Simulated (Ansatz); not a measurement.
Computed with frozen-core CCSD(T)/def2-TZVPP // B3LYP-D3(BJ)/def2-TZVP (Ansatz, a quantum-chemistry and plane-wave program).

Ansatz 0.2 input:
```yaml
crystal:
  periodic: [false, false, false]
  atoms:
    - { symbol: N, position_ang: [2.00344, -0.400227, -0.135912] }
    - { symbol: In, position_ang: [0.001566, -0.001439, -0.041107] }
    - { symbol: N, position_ang: [-0.646588, 1.916325, -0.319649] }
    - { symbol: N, position_ang: [-1.330626, -1.540022, -0.224282] }
    - { symbol: H, position_ang: [2.298678, -1.288945, 0.245847] }
    - { symbol: H, position_ang: [2.618136, 0.320226, 0.218797] }
    - { symbol: H, position_ang: [-1.586799, 2.11833, -0.006718] }
    - { symbol: H, position_ang: [-0.033543, 2.646591, 0.017417] }
    - { symbol: H, position_ang: [-1.046228, -2.424941, 0.174167] }
    - { symbol: H, position_ang: [-2.278038, -1.345898, 0.071443] }
basis:
  gaussian: { orbitals: def2-TZVPP }
correlation:
  method: ccsd_t
```

Output:

```
Functional definition: HF
1526 factors; integrals over basis functions are off by at most 9.9e-4 eV
mean field evaluation 1: about -9684.1485 eV, gradient 5.9e1 eV
mean field evaluation 2: about -9684.2009 eV, gradient 5.9e1 eV
mean field evaluation 4: about -9691.0026 eV, gradient 3.3e0 eV
mean field evaluation 8: about -9691.0516 eV, gradient 2.0e-1 eV
mean field evaluation 16: about -9688.2503 eV, gradient 3.8e1 eV
mean field -9691.05174939 eV, -356.1395829594 hartree, gradient 8.2e-6 eV, S^2 0.000000; 0 other end points of the search recorded, 0 dependent functions left out
7 core orbitals not correlated
reference -9691.05174939 eV, -356.1395829594 hartree; 17, 17 occupied and 203, 203 virtual orbitals, 1526 factors
second order -25.82944293 eV of doubles, -0.00000000 eV of singles
cycle   1  -25.44656949 eV  change    3.8e-1 eV  update   1.2e-1
cycle   2  -26.02482957 eV  change   -5.8e-1 eV  update   3.4e-2
cycle   3  -26.16750240 eV  change   -1.4e-1 eV  update   2.0e-2
cycle   4  -26.15716462 eV  change    1.0e-2 eV  update   5.8e-3
cycle   5  -26.15325589 eV  change    3.9e-3 eV  update   2.8e-3
cycle   6  -26.15415730 eV  change   -9.0e-4 eV  update   9.8e-4
cycle   7  -26.15369229 eV  change    4.7e-4 eV  update   4.0e-4
cycle   8  -26.15355769 eV  change    1.3e-4 eV  update   1.4e-4
cycle   9  -26.15363321 eV  change   -7.6e-5 eV  update   5.3e-5
cycle  10  -26.15363361 eV  change   -4.0e-7 eV  update   1.9e-5
perturbative correction -0.98642244 eV, -0.0362503561 hartree
Total energy: -9718.19180545 eV, -357.1369616232 hartree
```

Cost: very roughly 2.4 core-minutes.
